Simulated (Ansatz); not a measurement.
Cost and result up the ladder for 1-ethyl-3-methylimidazolium bistriflimide (C8H11F6N3O4S2) (34 atoms). The state is a singlet with charge 0. Geometry: r2SCAN-D4/def2-SVP.

```xyz
34

C     0.1828    3.1018    2.3550
C     0.1069    2.1204    1.2005
N     0.7161    0.8247    1.5224
C     2.0636    0.5749    1.6791
C     2.2086   -0.7799    1.7884
N     0.9452   -1.3280    1.6997
C     0.6317   -2.7450    1.5675
C     0.0604   -0.3404    1.5312
H    -0.2835    4.0519    2.0563
H     1.2243    3.3181    2.6396
H    -0.3478    2.7231    3.2421
H    -0.9284    1.9030    0.9019
H     0.6201    2.4785    0.2946
H     2.8047    1.3687    1.6515
H     3.0985   -1.3964    1.8823
H     1.1862   -3.1377    0.7042
H    -0.4418   -2.8382    1.3596
H     0.9002   -3.2813    2.4885
H    -1.0038   -0.4944    1.3377
O     1.5607    1.0556   -1.4153
S     0.8082   -0.1784   -1.6730
O     1.3516   -1.4612   -1.1966
N    -0.7197    0.0937   -1.2330
S    -1.8122   -1.0985   -1.2828
O    -2.1463   -1.5944    0.0731
O    -1.6368   -2.0726   -2.3601
C    -3.2840   -0.0506   -1.7340
F    -3.4774    0.8971   -0.8127
F    -4.3620   -0.8276   -1.7827
F    -3.1019    0.5211   -2.9165
C     0.7674   -0.3331   -3.5570
F     1.8525    0.2620   -4.0487
F     0.7695   -1.6048   -3.9204
F    -0.3139    0.2678   -4.0426
```

Ansatz on 2 threads of AMD EPYC 7R13 on a shared host and a share (18 GiB) of an NVIDIA H100 80GB HBM3. Times are rough, and most runs start from the orbitals of an earlier one. r2SCAN0-D4/def2-TZVP serves as the yardstick here, not as an exact answer. Differences are given only for rows in sets of like size (and for xTB, whose basis is part of the method), since another set adds its own error. Binding counts from free atoms at the same level (C triplet, N quartet, H doublet, O triplet, S triplet, F doublet; other spins of the atoms weren't run), without zero-point energy or a counterpoise term.

LC-ωPBE has ω = 0.4 bohr⁻¹. Correlated methods freeze 31 core orbitals. The rows differ in basis, and correlated rows in double-zeta sets carry the largest basis error. Single mean-field runs in def2-TZVP are fitted with def2-universal-jkfit.

Correlated methods converge slowly with the basis, most of all in double-zeta sets.

```json
{"level": "HF/STO-3G", "functions": "134", "wall time": "1.6 s", "binding energy per atom (eV)": "2.17", "difference from r2SCAN0-D4/def2-TZVP (eV)": "–"}
{"level": "MP2/def2-SVP", "functions": "385", "wall time": "3.1 s", "binding energy per atom (eV)": "4.01", "difference from r2SCAN0-D4/def2-TZVP (eV)": "–"}
{"level": "PBE-D4/def2-SVP", "functions": "385", "wall time": "3.5 s", "binding energy per atom (eV)": "4.43", "difference from r2SCAN0-D4/def2-TZVP (eV)": "–"}
{"level": "PBE0-D4/def2-SVP", "functions": "385", "wall time": "3.5 s", "binding energy per atom (eV)": "4.24", "difference from r2SCAN0-D4/def2-TZVP (eV)": "–"}
{"level": "PBE-D4/def2-TZVP", "functions": "791", "wall time": "4.4 s", "binding energy per atom (eV)": "4.43", "difference from r2SCAN0-D4/def2-TZVP (eV)": "0.33"}
{"level": "LC-ωPBE/def2-TZVP", "functions": "791", "wall time": "5 s", "binding energy per atom (eV)": "4.21", "difference from r2SCAN0-D4/def2-TZVP (eV)": "0.11"}
{"level": "r2SCAN-D4/def2-TZVP", "functions": "791", "wall time": "5.5 s", "binding energy per atom (eV)": "4.24", "difference from r2SCAN0-D4/def2-TZVP (eV)": "0.14"}
{"level": "r2SCAN0-D4/def2-TZVP", "functions": "791", "wall time": "5.5 s", "binding energy per atom (eV)": "4.10", "difference from r2SCAN0-D4/def2-TZVP (eV)": "0.00"}
{"level": "PBE0-D4/def2-TZVP (with forces)", "functions": "791", "wall time": "7 s", "binding energy per atom (eV)": "4.25", "difference from r2SCAN0-D4/def2-TZVP (eV)": "0.15"}
{"level": "r2SCANh-D4/def2-TZVP (with forces)", "functions": "791", "wall time": "9 s", "binding energy per atom (eV)": "4.19", "difference from r2SCAN0-D4/def2-TZVP (eV)": "0.08"}
```
